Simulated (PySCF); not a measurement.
C8H9N.
Cartesian coordinates in Å at the PBE0-D3(BJ)/def2-SVP level; atoms count from 1:
```
atom  x, y, z in Å
C1     3.4926   -0.0940   -0.3813
N2     2.1266    0.3307   -0.3937
C3     1.2133   -0.5395   -0.2711
C4    -0.2180   -0.2042   -0.2746
C5    -0.6447    1.1234   -0.4264
C6    -2.0008    1.4244   -0.4298
C7    -2.9481    0.4069   -0.2819
C8    -2.5320   -0.9145   -0.1300
C9    -1.1718   -1.2179   -0.1265
H10    3.9852    0.2153   -1.3182
H11    4.0336    0.4196    0.4308
H12    3.6265   -1.1879   -0.2575
H13    1.4511   -1.6187   -0.1534
H14    0.1167    1.8976   -0.5404
H15   -2.3282    2.4599   -0.5491
H16   -4.0139    0.6474   -0.2853
H17   -3.2695   -1.7119   -0.0136
H18   -0.8412   -2.2537   -0.0078
```

The closed-shell ground state was solved at several levels (PySCF, density fitting, gas phase, non-relativistic).

```csv
level,basis functions,total energy (Eh),HOMO (eV),LUMO (eV),gap (eV),dipole (D)
CAM-B3LYP/def2-SVPD,252,-364.5504,-8.15,-0.27,7.88,1.22
PBE0/pcSseg-1,198,-364.5221,-6.98,-1.29,5.69,1.16
```

Task: Estimate the row for HF/pcSseg-1, a basis of 198 functions; the other rows only guide the guess.

Result: Total energy -362.5545 Eh, HOMO -8.79 eV, LUMO 2.38 eV, gap 11.17 eV, dipole 1.43 D.

Task: Over all these levels, which gives the widest orbital gap and which the narrowest?

Result: HF/pcSseg-1 (Hartree–Fock, all exact exchange) has the widest, 11.17 eV, and PBE0/pcSseg-1 (global hybrid, 25 % exact exchange) the narrowest, 5.69 eV. The two share the basis. From the narrowest to the widest the HOMO moves by -1.81 eV and the LUMO by +3.67 eV. The HOMO need not be the same orbital at Hartree–Fock and at DFT levels.

Task: How far do the dipole and the HOMO energy spread over the levels?

Result: The dipole runs from 1.16 to 1.43 D (mean 1.27 D) and the HOMO from -8.79 to -6.98 eV.

One conformer stands for the species.
